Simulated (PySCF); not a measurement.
Geometry:
```
atom   x (Å)   y (Å)   z (Å)
 Al1   0.561   0.966  -0.001
  C2   2.524   0.940  -0.031
  H3   2.920   0.545   0.921
  H4   2.977   1.931  -0.192
  H5   2.901   0.265  -0.818
  C6  -0.465   2.639  -0.054
  H7  -1.358   2.554  -0.696
  H8   0.122   3.505  -0.399
  H9  -0.840   2.885   0.956
 C10  -0.433  -0.761   0.051
 C11  -0.870  -1.045  -1.393
 C12  -1.677  -0.643   0.935
 C13   0.450  -1.907   0.547
 H14  -1.446  -1.990  -1.452
 H15  -1.521  -0.252  -1.800
 H16  -0.011  -1.157  -2.079
 H17  -2.344   0.173   0.609
 H18  -1.422  -0.457   1.992
 H19  -2.272  -1.577   0.909
 H20   0.775  -1.759   1.590
 H21   1.360  -2.026  -0.064
 H22  -0.094  -2.871   0.512
```

- structure optimised with PBE0-D3(BJ)/def2-SVP
- GIAO B3LYP/pcSseg-1 (pcSseg-2 on Al) shieldings
- run in PySCF 2.14
- non-relativistic Hamiltonian, equivalent nuclei averaged, no solvent, one computed conformer

References, each an isolated molecule treated in the same way: TMS for 13C and 1H; 27Al vs [Al(H2O)6]3+.

```json
{"atoms": "Al1", "nucleus": "27Al", "count": "1", "δ (ppm)": "329.7"}
{"atoms": "H14/H15/H16/H17/H18/H19/H20/H21/H22", "nucleus": "1H", "count": "9", "δ (ppm)": "0.92"}
{"atoms": "C2/C6", "nucleus": "13C", "count": "2", "δ (ppm)": "-10.0"}
{"atoms": "C10", "nucleus": "13C", "count": "1", "δ (ppm)": "20.5"}
{"atoms": "C11/C12/C13", "nucleus": "13C", "count": "3", "δ (ppm)": "?"}
{"atoms": "H3/H4/H5/H7/H8/H9", "nucleus": "1H", "count": "6", "δ (ppm)": "?"}
```

**Question.** Fill in the missing shifts.

**Answer.** 
- C11/C12/C13: 29.1 ppm, carbon bonded to C, 3 H
- H3/H4/H5/H7/H8/H9: -0.28 ppm, hydrogen on a carbon bonded to Al

Shifts are as computed, not scaled to solution data. Of 1313 compounds with measured shifts, 239 miss one by over three times the rms of a fit or turn the order of signals round; such compounds aren't used in these exercises.
